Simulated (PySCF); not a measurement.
## Sc: interval between two levels

Sc [Ar] 3d1 4s2 [2D5/2, M_J = 5/2] → Sc [Ar] 4s2 4p1 [2P3/2, M_J = 3/2], as a difference of total energies. All numbers are calculated (PySCF 2.14, the two-component X2C-1e Hamiltonian, in x2c-SVPall-2c with one added diffuse shell each of s, d type (6s5p4d1f, 48 functions)). Correlated levels: [Ne] frozen; the 6 highest virtual spinors dropped. "Screened" scales the spin-orbit matrix elements by Boettger's factors to mimic the two-electron term; Breit and QED terms are absent.

```csv
method,interval between two levels (cm⁻¹)
GHF (spin-free),26710
GMP2 (spin-free),23919
GHF (screened spin-orbit),26754
GMP2 (screened spin-orbit),23959
```

Errors of the correlated levels include the incompleteness of this basis and the frozen core.

The determinant of the upper state mixes levels of different J (the jj label is only the starting occupation), so the difference between spin-free and spin-orbit rows is not the physical spin-orbit shift.

For comparison: 18687 cm⁻¹ (measured; NIST Handbook of Basic Atomic Spectroscopic Data (Sansonetti and Martin, J. Phys. Chem. Ref. Data 34, 1559 (2005))).
